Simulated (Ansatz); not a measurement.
Total energies of (CuCl)2 ring (Cu2Cl2) from Ansatz at PBE0-D4/def2-TZVPD, gas phase (1 Eh = 27.2114 eV = 2625.5 kJ/mol). The reference geometry is relaxed at r2SCAN-D4/def2-SVP.

```csv
state,geometry,energy (Eh)
charge 0 singlet,reference,-4200.83482
charge -1 doublet,reference,-4200.85928
free Cu atom (doublet),–,-1640.24421
free Cl atom (doublet),–,-459.99797
```

Work out the vertical electron affinity, to the doublet.

E(charge 0 singlet) − E(charge -1 doublet) = -4200.83482 − (-4200.85928) = 0.02446 Eh = 0.67 eV.

What is the binding energy per atom against free atoms?

Atoms: 2 × (-1640.24421) + 2 × (-459.99797) = -4200.48436 Eh. Binding: -4200.48436 − (-4200.83482) = 0.35046 Eh = 9.54 eV, or 2.38 eV for each of 4 atoms (no zero-point energy, no counterpoise term).

At PBE0-D4/def2-TZVPD the highest occupied level of the charge -1 doublet lies above zero (up to 0.71 eV). By energy differences its removal costs 0.67 eV (vertical, to the charge 0 singlet, at PBE0-D4/def2-TZVPD); a positive level beside a positive removal energy at the same level points to self-interaction error.
